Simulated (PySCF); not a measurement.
This PySCF input asks for the NMR shieldings of SMILES B[C@@H](CCC)N1C=CC=C1, C₈H₁₄BN; the geometry comes from GFN2-xTB.

```python
import basis_set_exchange as bse
import numpy as np
from pyscf import gto, dft
from pyscf.prop import nmr

atoms = """
B     1.027487   -1.959969    0.794551
C     0.015735   -1.286710   -0.174944
C    -1.332244   -0.721621    0.225815
C    -1.759137    0.466294   -0.638728
C    -3.133103    0.987308   -0.236911
N     1.149907   -0.367903    0.014267
C     1.235867    0.676479    0.909545
C     2.318590    1.439658    0.604610
C     2.918429    0.873768   -0.550494
C     2.173640   -0.209410   -0.894066
H     0.885536   -1.844304    1.952489
H     1.840419   -2.692542    0.374616
H    -0.002145   -1.593902   -1.221062
H    -2.065276   -1.525301    0.121529
H    -1.324159   -0.429321    1.276948
H    -1.024370    1.270360   -0.543390
H    -1.780061    0.160234   -1.687971
H    -3.881923    0.204764   -0.338848
H    -3.127027    1.320595    0.798541
H    -3.424194    1.825571   -0.865237
H     0.535575    0.780648    1.713063
H     2.657769    2.307698    1.134965
H     3.792153    1.236677   -1.055076
H     2.290799   -0.899306   -1.706657
"""
names = dict.fromkeys(["B", "C", "N", "H"], "pcSseg-1")
basis = {el: gto.basis.parse(bse.get_basis(n, elements=[el], fmt="nwchem")) for el, n in names.items()}
mol = gto.M(atom=atoms, basis=basis, charge=0, verbose=0)
mf = dft.RKS(mol, xc="PBE0")
mf.grids.level = 2
mf.grids.alignment = dft.numint.BLKSIZE   # the property module wants whole blocks of grid points
mf.conv_tol = 1e-9
mf.kernel()

calc = nmr.RKS(mf)   # GIAO
C = mf.mo_coeff
Co = C[:, mf.mo_occ > 0]
resp = mf.gen_response(singlet=True, hermi=2)
def vind(x):   # induced exchange potential for any number of trial vectors
    d = np.einsum("pi,xij,qj->xpq", C, 2 * x.reshape(-1, C.shape[1], Co.shape[1]), Co, optimize=True)
    return np.einsum("xpq,pi,qj->xij", resp(d - d.transpose(0, 2, 1)), C, Co, optimize=True).ravel()
mo1, _ = nmr.rhf.solve_mo1(calc, with_cphf=vind)
sigma = calc.kernel(mo1)
for i, s in enumerate(sigma):   # ppm
    w = np.linalg.eigvalsh((s + s.T) / 2)
    print("%2d %-2s iso %8.1f  s11 %8.1f  s22 %8.1f  s33 %8.1f" % (i, mol.atom_pure_symbol(i), w.mean(), *w))
```

Problem. What does it print?

Solution. 
```
 0 B  iso     99.7  s11     73.3  s22     95.8  s33    130.1
 1 C  iso    124.6  s11     94.4  s22    119.5  s33    159.7
 2 C  iso    146.7  s11    129.7  s22    140.7  s33    169.7
 3 C  iso    161.4  s11    147.2  s22    162.9  s33    174.2
 4 C  iso    170.5  s11    159.5  s22    163.6  s33    188.3
 5 N  iso    134.1  s11     48.8  s22    161.6  s33    191.8
 6 C  iso     51.2  s11    -38.3  s22     54.2  s33    137.6
 7 C  iso     65.9  s11    -21.9  s22     58.2  s33    161.5
 8 C  iso     66.1  s11    -21.4  s22     57.7  s33    162.0
 9 C  iso     45.5  s11    -37.1  s22     55.0  s33    118.8
10 H  iso     28.6  s11     25.7  s22     27.1  s33     32.9
11 H  iso     28.6  s11     24.8  s22     27.7  s33     33.2
12 H  iso     27.9  s11     21.9  s22     29.0  s33     32.9
13 H  iso     29.7  s11     25.1  s22     29.0  s33     35.0
14 H  iso     30.0  s11     25.9  s22     30.4  s33     33.7
15 H  iso     30.5  s11     24.2  s22     31.7  s33     35.7
16 H  iso     30.6  s11     25.1  s22     30.9  s33     35.7
17 H  iso     30.8  s11     26.4  s22     28.8  s33     37.2
18 H  iso     30.9  s11     26.3  s22     29.5  s33     36.8
19 H  iso     30.5  s11     25.7  s22     27.6  s33     38.2
20 H  iso     25.1  s11     21.7  s22     24.2  s33     29.4
21 H  iso     25.0  s11     22.8  s22     24.8  s33     27.6
22 H  iso     25.1  s11     22.9  s22     24.9  s33     27.4
23 H  iso     25.2  s11     21.7  s22     24.7  s33     29.1
```

These numbers come from an equivalent density-fitted implementation of the same equations, which agrees with the script to about 0.01 ppm for H and up to a few tenths of a ppm for heavy atoms, so last digits may differ.

Size and cost of the density-fitted run: 240 basis functions, 2.8 min wall time (2.3 min CPU) on 1 thread of an Intel Xeon, shared host; peak memory 1 GiB.
